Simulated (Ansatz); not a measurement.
Two isomers of CH8FNSi2: A = `C[SiH](F)N[SiH3]`, B = `C[SiH](F)[SiH2]N`.

Computed with Ansatz on PBE0-D4/def2-TZVP structures; ΔE is electronic, products minus reactants. CBS: MP2 limit from def2 TZ/QZ plus the TZ coupled-cluster correction, frozen cores. DFT in def2-TZVPP. B3LYP here is the variant with VWN-RPA as its local correlation; programs differ in this. Each species was taken in one conformer, which may not be the lowest.

A:

```xyz
13

C     1.1335    0.7735   -1.2656
Si   -0.6571    0.7123   -0.8036
F    -1.4012   -0.1632   -1.9261
N    -0.9004    0.0510    0.7580
Si   -0.0996   -1.2549    1.5616
H     1.6968    1.3880   -0.5597
H     1.5760   -0.2250   -1.2796
H     1.2475    1.2041   -2.2633
H    -1.3170    2.0404   -0.8275
H    -1.7222    0.4031    1.2306
H    -1.0295   -2.3812    1.8431
H     0.4837   -0.8187    2.8592
H     0.9897   -1.7294    0.6731
```

B:

```xyz
13

C    -0.162    1.517    1.241
Si    0.693   -0.130    1.057
F     0.464   -0.980    2.407
Si   -0.140   -1.351   -0.769
N    -0.257   -0.247   -2.095
H    -1.242    1.398    1.359
H     0.023    2.133    0.356
H     0.221    2.056    2.111
H     2.161    0.087    0.932
H     0.803   -2.425   -1.186
H    -1.418   -2.026   -0.377
H    -0.321   -0.611   -3.033
H    -0.824    0.581   -2.002
```

(1) Which isomer does CCSD(T)/CBS put lower? Give the gap. (An estimate is asked.)

(2) Give E(B) − E(A) in kJ/mol with B3LYP-D4, MP2/def2-TZVPP, B3LYP, PBE-D4, ωB97M-V, CCSD/def2-TZVPP, B2PLYP. (Best estimate.)

Largest T1 diagnostic: 0.011.

Results:

(1) Computed: A, by 98.8 kJ/mol.

(2) Ansatz gave: B3LYP-D4 94.7, MP2/def2-TZVPP 106.9, B3LYP 92.3, PBE-D4 77.2, ωB97M-V 101.9, CCSD/def2-TZVPP 101.6, B2PLYP 99.0. None reverses the order clearly.

In def2-TZVPP, CCSD(T) changes the Hartree–Fock value by −10.1 kJ/mol (the triples alone add −1.2 kJ/mol) and MP2 by −3.5 kJ/mol. From PBE to PBE0 (25 % exact exchange), in def2-TZVPP and without D4, E(B) − E(A) moves by +7.7 kJ/mol.
